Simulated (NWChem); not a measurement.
System: C2H6OSi; SMILES C=CO[SiH3]

NWChem printed, in part:

```
             Northwest Computational Chemistry Package (NWChem) 7.3.0
             --------------------------------------------------------

 C1  symmetry detected

                             Geometry "geometry" -> ""
                             -------------------------

 Output coordinates in angstroms (scale by  1.889725989 to convert to a.u.)

  No.       Tag          Charge          X              Y              Z
 ---- ---------------- ---------- -------------- -------------- --------------
    1 C                    6.0000     0.10085778     2.36534655    -0.07916228
    2 C                    6.0000    -0.36436587     1.12536052     0.06702233
    3 O                    8.0000     0.43793512     0.03816055     0.11156672
    4 Si                  14.0000    -0.03949852    -1.56195073    -0.03647146
    5 H                    1.0000     1.17069020     2.55638750    -0.18714801
    6 H                    1.0000    -0.59292925     3.20639828    -0.08595556
    7 H                    1.0000    -1.44134653     0.93048958     0.17893055
    8 H                    1.0000    -0.31556736    -1.90436713    -1.46340650
    9 H                    1.0000     1.08821123    -2.37914768     0.48017218
   10 H                    1.0000    -1.27851147    -1.79197727     0.76831377

 Effective nuclear repulsion energy (a.u.)     157.9771380503

                                 NWChem DFT Module
                                 -----------------

 Summary of "ao basis" -> "ao basis" (spherical)
 ------------------------------------------------------------------------------
       Tag                 Description            Shells   Functions and Types
 ---------------- ------------------------------  ------  ---------------------
 C                         def2-tzvp                11       31   5s3p2d1f
 O                         def2-tzvp                11       31   5s3p2d1f
 Si                        def2-tzvp                13       37   5s5p2d1f
 H                         def2-tzvp                 4        6   3s1p

            General Information
            -------------------
          SCF calculation type: DFT
          Wavefunction type:  closed shell.
          No. of atoms     :    10
          No. of electrons :    40
           Alpha electrons :    20
            Beta electrons :    20
          Charge           :     0
          Spin multiplicity:     1
          Use of symmetry is: off; symmetry adaption is: off
          Maximum number of iterations: 150
          AO basis - number of functions:   166
                     number of shells:    70
          Convergence on energy requested:  1.00D-06
          Convergence on density requested:  1.00D-05
          Convergence on gradient requested:  5.00D-04

              XC Information
              --------------
                      r^2SCAN Method XC Functional
               r^2SCAN metaGGA Exchange Functional  1.000
                     r^2SCAN Correlation Potential  1.000

             Grid Information
             ----------------
          Grid used for XC integration:  medium
          Radial quadrature: Mura-Knowles
          Angular quadrature: Lebedev.
          Tag              B.-S. Rad. Rad. Pts. Rad. Cut. Ang. Pts.
          ---              ---------- --------- --------- ---------
          C                   0.70       49          12.0       434
          O                   0.60       49          10.0       434
          Si                  1.10       88          12.0       590
          H                   0.35       45          14.0       434
          Grid pruning is: on
          Number of quadrature shells:   505
          Spatial weights used:  Erf1

      Superposition of Atomic Density Guess
      -------------------------------------

 Sum of atomic energies:        -441.96122935

      Non-variational initial energy
      ------------------------------

 Total energy =    -443.859767
 1-e energy   =    -920.929422
 2-e energy   =     319.092517
 HOMO         =      -0.290790
 LUMO         =       0.031123

     ---------------------------------------------
      Total Density - Mulliken Population Analysis
     ---------------------------------------------

    Atom       Charge   Shell Charges
 -----------   ------   -------------------------------------------------------
    1 C    6     6.56   0.86  1.12  0.57  0.66  0.12  1.29  1.38  0.51  0.01  0.02  0.01
    2 C    6     5.72   0.86  1.12  0.55  0.61  0.08  1.06  1.06  0.25  0.03  0.09  0.01
    3 O    8     8.59   0.79  1.18  0.58  0.95  0.22  1.98  2.18  0.68  0.00  0.02  0.00
    4 Si  14    13.44   2.00  0.59  1.39  0.85  0.45  4.11  1.73  0.49  1.16  0.39  0.12  0.12  0.03
    5 H    1     0.83   0.24  0.44  0.13  0.02
    6 H    1     0.82   0.23  0.44  0.12  0.02
    7 H    1     0.87   0.24  0.46  0.16  0.02
    8 H    1     1.06   0.23  0.55  0.27  0.01
    9 H    1     1.05   0.23  0.54  0.27  0.01
   10 H    1     1.05   0.23  0.54  0.28  0.01

   convergence    iter        energy       DeltaE   RMS-Dens  Diis-err
 ---------------- ----- ----------------- --------- --------- ---------
 d= 0,ls=0.0,diis     1   -444.4291808380 -6.02D+02  4.83D-03  7.89D-01
 d= 0,ls=0.0,diis     2   -444.3892616460  3.99D-02  3.57D-03  1.02D+00
 d= 0,ls=0.0,diis     3   -444.4780774633 -8.88D-02  9.00D-04  1.45D-01
 d= 0,ls=0.0,diis     4   -444.4909678105 -1.29D-02  2.74D-04  2.73D-03
 d= 0,ls=0.0,diis     5   -444.4911807969 -2.13D-04  1.21D-04  9.72D-04
  Resetting Diis
 d= 0,ls=0.0,diis     6   -444.4912930025 -1.12D-04  3.54D-05  1.45D-04
 d= 0,ls=0.0,diis     7   -444.4913104524 -1.74D-05  1.18D-05  3.30D-06
 d= 0,ls=0.0,diis     8   -444.4913101790  2.73D-07  6.81D-06  5.44D-06

         Total DFT energy =     -444.491310178983
      One electron energy =     -924.536288583584
           Coulomb energy =      364.566587644952
    Exchange-Corr. energy =      -42.498747290671
 Nuclear repulsion energy =      157.977138050320

 Numeric. integr. density =       39.999987971921

                       DFT Final Molecular Orbital Analysis
                       ------------------------------------

 Vector   18  Occ=2.000000D+00  E=-3.190799D-01
              MO Center= -9.2D-02, -1.3D+00, -4.3D-01, r^2= 3.4D+00
   Bfn.  Coefficient  Atom+Function         Bfn.  Coefficient  Atom+Function
  ----- ------------  ---------------      ----- ------------  ---------------
   110      0.256205   4 Si pz              150     -0.246192   8 H  s
   151     -0.161804   8 H  s               149     -0.150707   8 H  s
    70     -0.142735   3 O  pz              156      0.136187   9 H  s
    39     -0.128464   2 C  pz               73     -0.122714   3 O  pz
    42     -0.113595   2 C  pz              162      0.107233  10 H  s

 Vector   19  Occ=2.000000D+00  E=-2.966799D-01
              MO Center= -4.8D-02, -9.3D-02,  1.9D-01, r^2= 2.9D+00
   Bfn.  Coefficient  Atom+Function         Bfn.  Coefficient  Atom+Function
  ----- ------------  ---------------      ----- ------------  ---------------
    68      0.332209   3 O  px               71      0.283001   3 O  px
    74      0.189458   3 O  px              144      0.156257   7 H  s
   162      0.149441  10 H  s                37     -0.136883   2 C  px
   145      0.129306   7 H  s               163      0.125730  10 H  s
   108     -0.123373   4 Si px               69      0.100796   3 O  py

 Vector   20  Occ=2.000000D+00  E=-2.177469D-01
              MO Center=  2.2D-02,  1.4D+00, -2.3D-02, r^2= 2.5D+00
   Bfn.  Coefficient  Atom+Function         Bfn.  Coefficient  Atom+Function
  ----- ------------  ---------------      ----- ------------  ---------------
     8      0.286931   1 C  pz               11      0.267638   1 C  pz
    70     -0.247327   3 O  pz               39      0.212722   2 C  pz
    73     -0.212429   3 O  pz               42      0.198806   2 C  pz
    14      0.181602   1 C  pz               76     -0.173326   3 O  pz
    45      0.110336   2 C  pz              151     -0.080903   8 H  s

 Vector   21  Occ=0.000000D+00  E=-1.366119D-02
              MO Center= -1.6D-01, -1.7D+00, -7.7D-02, r^2= 4.1D+00
   Bfn.  Coefficient  Atom+Function         Bfn.  Coefficient  Atom+Function
  ----- ------------  ---------------      ----- ------------  ---------------
   112      0.953538   4 Si py               36     -0.463873   2 C  s
    67     -0.374483   3 O  s               109      0.344335   4 Si py
   157      0.309804   9 H  s                 5      0.195560   1 C  s
    75      0.181732   3 O  py              133     -0.167206   5 H  s
   163      0.167659  10 H  s               139      0.163646   6 H  s

 Vector   22  Occ=0.000000D+00  E=-1.157985D-02
              MO Center= -1.1D-01,  1.4D+00, -5.5D-02, r^2= 3.4D+00
   Bfn.  Coefficient  Atom+Function         Bfn.  Coefficient  Atom+Function
  ----- ------------  ---------------      ----- ------------  ---------------
    45     -0.559216   2 C  pz               14      0.536804   1 C  pz
    42     -0.321220   2 C  pz               39     -0.319170   2 C  pz
   163     -0.304586  10 H  s                 8      0.269099   1 C  pz
   111     -0.263252   4 Si px               11      0.251685   1 C  pz
   113      0.201013   4 Si pz               76      0.193357   3 O  pz

 Vector   23  Occ=0.000000D+00  E= 3.724290D-02
              MO Center= -4.8D-01, -1.2D+00, -2.0D-03, r^2= 4.4D+00
   Bfn.  Coefficient  Atom+Function         Bfn.  Coefficient  Atom+Function
  ----- ------------  ---------------      ----- ------------  ---------------
   111      1.060837   4 Si px              157     -1.063477   9 H  s
    36      0.759310   2 C  s               151      0.731013   8 H  s
   113      0.675179   4 Si pz              145     -0.673357   7 H  s
   163      0.421195  10 H  s                43     -0.342892   2 C  px
   112     -0.261051   4 Si py              108      0.250091   4 Si px

[...]
```

Level: r2SCAN/def2-TZVP. Geometry: optimised at PBE0/def2-SVP.

**Question.** Reconstruct the input file.

**Answer.** Several could match; the one computed here: the input that was run:
```
start job
memory heap 200 mb stack 900 mb global 1100 mb
geometry units angstroms noautoz
  C      0.073918     2.366326    -0.082867
  C     -0.351887     1.122783     0.135443
  O      0.452055     0.040589     0.034407
  Si    -0.034837    -1.561935    -0.036778
  H      1.107662     2.564684    -0.373945
  H     -0.615223     3.202921     0.035235
  H     -1.391968     0.920533     0.431605
  H     -0.552540    -1.900237    -1.395874
  H      1.170019    -2.373987     0.272017
  H     -1.113987    -1.803236     0.969678
end
basis spherical
  * library def2-tzvp
end
dft
  xc r2scan
  iterations 150
  mulliken
end
task dft energy
```
